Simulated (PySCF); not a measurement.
Compound: H5N2OSi2 (doublet state).
Numbering: `[OH:1][Si:2]1[NH:3][SiH2:4][NH:5]1` (hydrogens: H6 on O1; H7 on N3; H8, H9 on Si4; H10 on N5)

Cartesian coordinates in Å at the GFN2-xTB level; atoms count from 1:
```
atom  x, y, z in Å
O1     2.423   -0.460   -0.113
Si2    1.077    0.383   -0.442
N3    -0.362   -0.599   -0.696
Si4   -1.303    0.133    0.568
N5     0.187    0.930    0.975
H6     2.396   -1.165    0.539
H7    -0.667   -1.110   -1.504
H8    -1.709   -0.832    1.584
H9    -2.377    1.010    0.117
H10    0.344    1.715    1.579
```

The hyperfine couplings belong to this conformer and change with its torsions.

Level of theory: UKS B3LYP, pcH-1 on H N O Si, non-relativistic, mean-field spin-orbit, GIAO in PySCF. The structure is a single GFN2-xTB conformer in the gas phase; no vibrational or solvent corrections. Couplings are sensitive to structure, and on GFN2-xTB geometries they can be far from those on DFT ones, by a factor of two or more for some ions and for spin on atoms past the first row. No stability test was run, so a lower SCF solution isn't excluded.

(1) Match the computed a_iso(29Si) values -908.3, -3.1 MHz with the sites Si2; Si4.

(2) The isotropic 1H couplings, averaged over equivalent nuclei, are +56.5, +19.9, -6.3 MHz. Assign them to H6; H7/H10; H8/H9.

## Answers

(1) 
```json
{"site": "Si2", "a_iso (MHz)": "-908.3", "ρ(0) (bohr⁻³)": "+1.0230", "position": "largest spin population", "distance from Si2 (Å)": "0.00", "spin population": "+0.78", "largest |T| (MHz)": "126.6"}
{"site": "Si4", "a_iso (MHz)": "-3.1", "ρ(0) (bohr⁻³)": "+0.0035", "position": "2 bonds from Si2", "distance from Si2 (Å)": "2.60", "spin population": "+0.01", "largest |T| (MHz)": "2.8"}
```

(2) 
```
  site  a_iso (MHz)  ρ(0) (bohr⁻³)          position  distance from Si2 (Å)  bound to  spin population there  largest |T| (MHz)
    H6        +56.5        +0.0126  2 bonds from Si2                   2.26        O1                  +0.01                5.8
H7/H10         -6.3        -0.0014  2 bonds from Si2                   2.53     N3/N5                  +0.08               10.9
 H8/H9        +19.9        +0.0045  3 bonds from Si2                   3.60       Si4                  +0.01                2.3
```

ρ(0) is the spin density at the nucleus and T the dipolar tensor; a_iso includes a spin–orbit part; entries for several nuclei are means. Largest spin populations (Mulliken): Si2 (+0.78), N5 (+0.08) and N3 (+0.08). Si2 is the only atom above +0.15. The angles at Si2 add up to 312.4°, so it is pyramidal.

Examples of negative spin density at the nucleus (bohr⁻³): H7/H10 (-0.0014).

Class means assume fast exchange of nuclei equivalent by connectivity; if that motion is slow, each nucleus keeps its own coupling. The 1H value of +19.9 MHz is a mean of couplings from -2.7 to 42.6 MHz in this one geometry, not an average over conformers.
